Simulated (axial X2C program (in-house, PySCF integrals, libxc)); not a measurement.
**ZrN: bond constants with and without spin–orbit coupling**

Computed with an in-house relativistic program for diatomic molecules. Spin-free means the one-electron spin-free X2C Hamiltonian; two-component (2c) means X2C with spin–orbit coupling and atomic mean-field two-electron Coulomb and Gaunt terms, so the difference of the two also holds small scalar two-electron terms. Basis: Zr dyall-cv3z [11s12p9d6f3g], N dyall-av3z [7s7p3d2f] (cores contracted in-house); Gaussian nuclei, density fitting, unrestricted open shells. Masses: Zr 89.905 u, N 14.003 u.

The run was started with this input:
```json
{
 "zs": [
  40,
  7
 ],
 "q": 0,
 "bas": [
  "dyall-cv3z",
  "dyall-av3z"
 ],
 "levels": [
  "PBE0",
  "HF",
  "BHandHLYP"
 ],
 "cc": true,
 "r0": 1.87,
 "thr": -1.0,
 "nmax": 90,
 "npts": 10,
 "nst": 2,
 "ntry": 6
}
```
```bash
python so2c.py task.json out
```

Keys: zs atomic numbers; q charge; bas basis sets; levels methods; cc coupled cluster on or off; r0 starting distance in Å; thr threshold in hartree for freezing inner shells (an s shell follows its p shell); nmax most natural virtual spinors; npts points on the curve; nst determinants followed; ntry starts of the search. HF also brings MP2.

State, spin-free: M_S = 1/2, Λ = 0 (beyond evenly filled blocks: σα); electrons by block: σα: 12, σβ: 11, π+α: 5, π+β: 5, π-α: 5, π-β: 5, δ+α: 1, δ+β: 1, δ-α: 1, δ-β: 1. Fragments: Zr + N.

State, 2c: Ω = 1/2 (⟨Sz⟩ = 0.50, ⟨Lz⟩ = 0.00 at PBE0); electrons by block: 1/2: 17, -1/2: 16, 3/2: 6, -3/2: 6, 5/2: 1, -5/2: 1. Fragments: Zr + N.

```
Hamiltonian      level  Re (Å)  ωe (cm⁻¹)  De (eV)  D0 (eV)  k (mdyn/Å)  μ (D)
  spin-free       PBE0   1.671     1075.8     6.20     6.13        8.26  -4.21
  spin-free  BHandHLYP   1.660     1105.2     5.02     4.95        8.72  -4.52
         2c       PBE0   1.671     1076.0      n/a      n/a        8.27  -4.20
         2c  BHandHLYP   1.660     1105.5      n/a      n/a        8.72  -4.51
```

Dipoles are positive if N is the positive end.

The state is one determinant whose occupation by symmetry is held fixed; it was picked as the lowest of a PBE0 search that is not exhaustive. Dissociation energies refer to the lowest single-determinant-based atoms at the same level and basis. De is not given where an atomic determinant may have missed its ground term or J level, or where the truncated virtual space spoils (T). Density functionals use the spin component along the axis (collinear). The functionals have no current-density term, which raises determinants with orbital currents, atoms included.

No reliable constants came from CCSD (2c), CCSD (spin-free), CCSD(T) (2c), CCSD(T) (spin-free), HF (2c), HF (spin-free), MP2 (2c), MP2 (spin-free): no minimum in range, unconverged points, a curve that is not smooth, a change of character along it, or the two Hamiltonians disagreeing along it.

Rough cost a point (2c) on 1 thread(s) of a shared host, integrals apart: PBE0 2.5 s, BHandHLYP 2.6 s.

The whole task took 3.7 min on 1 thread of Intel(R) Xeon(R) CPU @ 2.80GHz (Skylake/Cascade Lake), with other jobs on the host.
